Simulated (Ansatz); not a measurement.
Stepwise reaction of `C[Si](C)(C)[CH2][Ga]([Cl])[Cl]` with hydrogen fluoride, as a gas-phase model of exchange steps in deposition or etching. ΔE in kJ/mol.

Program: Ansatz. Geometries: PBE0-D4/def2-TZVP. ΔE: electronic, gas phase. CCSD(T)/CBS adds triple-zeta CCSD(T) − MP2 to the extrapolated MP2 energy (def2 sets, frozen cores). This one scheme is used for every species. DFT in def2-TZVPP. B3LYP here is the variant with VWN-RPA as its local correlation; programs differ in this. For Ga outer-core shells are correlated without core-valence functions, which leaves a few kJ/mol of doubt a bond. Scalar relativity is left out up to krypton. Each species was taken in one conformer, which may not be the lowest.

```json
{"step": "1", "reaction": "`C[Si](C)(C)[CH2][Ga]([Cl])[Cl]` + H–F → `C[Si](C)(C)[CH2][Ga]([F])[Cl]` + HCl", "PBE-D4": "30.4", "B3LYP-D4": "29.4", "ωB97M-V": "29.7", "CCSD(T)/CBS": "35.5"}
```

**Question.** Give the row of step 2, `C[Si](C)(C)[CH2][Ga]([F])[Cl]` + H–F → `C[Si](C)(C)[CH2][Ga]([F])[F]` + HCl. (An estimate is asked.)

**Answer.** Ansatz gave: 
| step | reaction | PBE-D4 | B3LYP-D4 | ωB97M-V | CCSD(T)/CBS |
| --- | --- | --- | --- | --- | --- |
| 2 | `C[Si](C)(C)[CH2][Ga]([F])[Cl]` + H–F → `C[Si](C)(C)[CH2][Ga]([F])[F]` + HCl | 31.1 | 29.6 | 30.3 | 35.5 |

**Question.** By hand: ΔE of the 2 steps together at CCSD(T)/CBS.

**Answer.** (35.5) + (35.5) = 71.0 kJ/mol, or 35.5 kJ/mol a step.

In ΔE the steps differ by no more than 0.0 kJ/mol. All are uphill at CCSD(T)/CBS. PBE-D4 differs from CCSD(T)/CBS by -5.1 to -4.4 kJ/mol a step. Only this route is followed, and other bonds may react first. Isolated molecules leave out the surface, adducts and barriers. Largest T1 diagnostic: 0.012.
